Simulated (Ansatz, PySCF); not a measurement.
Torsion H4–O1–Ge2–F3 in FGeHO (SMILES [OH][Ge][F]); at each angle all else is relaxed with GFN2-xTB, and the levels are single points there.
Geometry at 0° (charge 0, multiplicity 1):
| atom | x (Å) | y (Å) | z (Å) |
|---|---|---|---|
| O | -0.9429 | 0.2159 | 0.2106 |
| Ge | 0.6350 | 0.8875 | -0.1037 |
| F | 1.1248 | -0.3210 | -1.4110 |
| H | -1.3399 | -0.5434 | -0.2142 |
Energies count from the point at 0°.

Cores are frozen in the correlated methods. Filled d and f shells under p-block atoms count as core. CBS: X⁻³ extrapolation of the correlation energy, Hartree–Fock from the larger set. Rows in 6-31G* carry no dispersion term and start afresh at each structure (6-31G* with six Cartesian d functions); the Pople sets are all-electron and without relativity.

Programs: Ansatz (Gaussian orbitals); PySCF for 6-31G* rows. Each number belongs to the level named beside it.

Energies in kcal/mol.

```tsv
dihedral (°)	BP86/6-31G*	wB97M-V/def2-TZVPP	SCS-MP2/cc-pVQZ	CCSD(T)/CBS(cc-pVTZ, cc-pVQZ)
0	0.00	0.00	0.00	0.00
30	2.38	2.07	2.05	1.99
60	8.90	7.69	7.86	7.64
150	6.00	5.34	5.10	4.97
180	2.67	2.57	2.09	2.08
210	5.99	5.34	5.10	4.97
300	8.90	7.69	7.86	7.64
330	2.39	2.07	2.05	1.99
```

Ansatz is a first-principles code.
